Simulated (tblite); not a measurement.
Species: C6H12N (doublet state).
Numbering: `[CH2:1]=[CH:2][C@:3]([CH3:4])([NH:5])[CH2:6][CH3:7]` (hydrogens: H8, H9 on C1; H10 on C2; H11, H12, H13 on C4; H14 on N5; H15, H16 on C6; H17, H18, H19 on C7)

Structure optimised with GFN2-xTB, isolated species. This method treats the open shell by occupation alone, without spin polarisation.

Problem. What internal coordinates does the optimisation give?

Solution. 
```json
{"bond": "C1=C2", "length (bohr)": "2.496", "order": "double"}
{"bond": "C2–C3", "length (bohr)": "2.854", "order": "single"}
{"bond": "C3–C4", "length (bohr)": "2.936", "order": "single"}
{"bond": "C3–N5", "length (bohr)": "2.633", "order": "single"}
{"bond": "C3–C6", "length (bohr)": "2.971", "order": "single"}
{"bond": "C6–C7", "length (bohr)": "2.873", "order": "single"}
{"bond": "C1–H8", "length (bohr)": "2.040", "order": "single"}
{"bond": "C1–H9", "length (bohr)": "2.035", "order": "single"}
{"bond": "C2–H10", "length (bohr)": "2.046", "order": "single"}
{"bond": "C4–H11, C4–H12, C4–H13", "length (bohr)": "2.053", "order": "single"}
{"bond": "N5–H14", "length (bohr)": "1.919", "order": "single"}
{"bond": "C6–H15", "length (bohr)": "2.063", "order": "single"}
{"bond": "C6–H16", "length (bohr)": "2.059", "order": "single"}
{"bond": "C7–H17, C7–H18, C7–H19", "length (bohr)": "2.055", "order": "single"}
```

Bonds in one row agree within 0.02 bohr and their mean is given. Orders are formal, as drawn. A selection of angles:
```json
{"angle": "C2–C1–H8", "degrees": "122.5"}
{"angle": "C2–C1–H9", "degrees": "121.9"}
{"angle": "H8–C1–H9", "degrees": "115.6"}
{"angle": "C1–C2–C3", "degrees": "126.0"}
{"angle": "C1–C2–H10", "degrees": "119.8"}
{"angle": "C3–C2–H10", "degrees": "114.1"}
{"angle": "C2–C3–C4", "degrees": "109.0"}
{"angle": "C2–C3–N5", "degrees": "118.6"}
{"angle": "C2–C3–C6", "degrees": "108.1"}
{"angle": "C4–C3–N5", "degrees": "107.0"}
{"angle": "C4–C3–C6", "degrees": "105.7"}
{"angle": "N5–C3–C6", "degrees": "107.8"}
{"angle": "C3–C4–H11", "degrees": "110.5"}
{"angle": "H11–C4–H12", "degrees": "109.8"}
{"angle": "C3–N5–H14", "degrees": "113.0"}
{"angle": "C3–C6–C7", "degrees": "112.7"}
{"angle": "C3–C6–H15", "degrees": "107.7"}
{"angle": "C3–C6–H16", "degrees": "107.3"}
{"angle": "C7–C6–H15", "degrees": "110.2"}
{"angle": "C7–C6–H16", "degrees": "109.6"}
{"angle": "H15–C6–H16", "degrees": "109.2"}
{"angle": "C6–C7–H17", "degrees": "110.2"}
{"angle": "C6–C7–H18", "degrees": "111.1"}
{"angle": "H17–C7–H18", "degrees": "108.7"}
```

Torsions: C1–C2–C3–C4 145° (anticlinal); C2–C3–C6–C7 67° (synclinal); H14–N5–C3–C2 -4° (synperiplanar).

Of the pairs four or more bonds apart, H8···H14 is among the closest relative to their van der Waals radii: 2.06 Å, 86 % of the sum of Bondi's values. C1 (carbon bonded to C and 2 H) is planar (angles 122.5°, 121.9° and 115.6°, sum 360.0°, 0.00 Å off the plane of its three neighbours). The C–C distances run from 1.321 Å (C1=C2, drawn double) to 1.572 Å (C3–C6, drawn single), a spread of 0.251 Å. C2 (carbon bonded to 2 C and H) is planar (angles 126.0°, 119.8° and 114.1°, sum 360.0°, 0.01 Å off the plane of its three neighbours).

Point group: C1 (no symmetry element, even within 0.4 Å). GFN2-xTB frequencies show an imaginary mode (67i cm⁻¹), so the point is no minimum at that level. Torsions: C1–C2–C3–C4 145°, C2–C3–N5–H -4°, C2–C3–C6–C7 67°.

One conformer stands for the species.

The numbers are calculated, not measured.
